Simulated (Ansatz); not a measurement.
Geometry optimisation, RKS PBE-D4/STO-3G in Ansatz 0.2.0.

Input:

```yaml
crystal:
  periodic: [false, false, false]
  atoms:
    - { symbol: C, position_ang: [0.9291, -1.5379, 0.9888] }
    - { symbol: Si, position_ang: [0.4701, -0.0342, -0.0984] }
    - { symbol: C, position_ang: [0.3385, -0.5303, -1.899] }
    - { symbol: C, position_ang: [-1.023, 0.7705, 0.4441] }
    - { symbol: C, position_ang: [-1.2003, 2.0087, 0.8706] }
    - { symbol: Cl, position_ang: [-2.6996, 2.7061, 1.3798] }
    - { symbol: H, position_ang: [0.1307, -2.2586, 0.9119] }
    - { symbol: H, position_ang: [1.008, -1.1791, 2.0198] }
    - { symbol: H, position_ang: [1.8336, -1.9296, 0.7173] }
    - { symbol: H, position_ang: [1.5619, 0.9721, 0.0692] }
    - { symbol: H, position_ang: [0.1497, 0.332, -2.5021] }
    - { symbol: H, position_ang: [1.3334, -0.966, -2.204] }
    - { symbol: H, position_ang: [-0.4701, -1.2433, -2.0585] }
    - { symbol: H, position_ang: [-1.9964, 0.131, 0.4055] }
    - { symbol: H, position_ang: [-0.3874, 2.7078, 0.9845] }
basis:
  gaussian: { orbitals: STO-3G }
hamiltonian:
  xc: pbe
  dispersion: d4
relax:
  f_tol: 0.02
  max_steps: 40
scf:
  lower_state_search: "off"
```

Command:

```bash
$ ansatz run input.yaml --threads 1 --pin off --max-ram 2048MiB --backend cpu --events-out ev --progress --plain --runs-dir out
```

Q: Where does it end, and by what steps?

A: The forces met the threshold. Limits of this set-up: minimal basis. After 6 steps the energy has fallen by 0.598 eV; Cl6 moved furthest, 0.10 Å.

| step | energy less start (eV) | largest force component (eV/Å) | accepted |
| --- | --- | --- | --- |
| 0 | 0.0000 | 4.062 | yes |
| 1 | -0.5184 | 1.505 | yes |
| 2 | -0.4400 | 2.151 | no |
| 3 | -0.5920 | 0.253 | yes |
| 4 | -0.5960 | 0.138 | yes |
| 5 | -0.5974 | 0.036 | yes |
| 6 | -0.5975 | 0.009 | yes |

```xyz
15
Properties=species:S:1:pos:R:3
C 0.907 -1.496 0.992
Si 0.517 -0.014 -0.100
C 0.383 -0.539 -1.902
C -1.106 0.746 0.443
C -1.193 2.005 0.901
Cl -2.747 2.769 1.437
H 0.118 -2.263 0.923
H 0.998 -1.199 2.050
H 1.859 -1.965 0.690
H 1.551 1.002 0.050
H 0.145 0.319 -2.552
H 1.331 -0.977 -2.255
H -0.409 -1.295 -2.039
H -2.030 0.143 0.391
H -0.347 2.713 1.001
```

The run took 17 s on 1 thread of Arm Neoverse V2 (shared host), peak memory 0.12 GiB.
